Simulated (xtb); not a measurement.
CH₄AlBrO, SMILES C[O][AlH][Br]. All values are semi-empirical tight-binding results from xtb (GFN2-xTB unless named), good for trends rather than for accurate numbers. Geometry optimised at GFN2-xTB. The structure was generated by enumeration; whether it is a known compound was not checked. One conformer was computed; it need not be the lowest.

A frequency run showed that this geometry is not a minimum.

For metal compounds this method's bond lengths and energies can be far off.

Q: Estimate the properties. (The exact figures need the calculation; the answer reports its results.)

A: 
* **orbital gap**: 4.86 eV
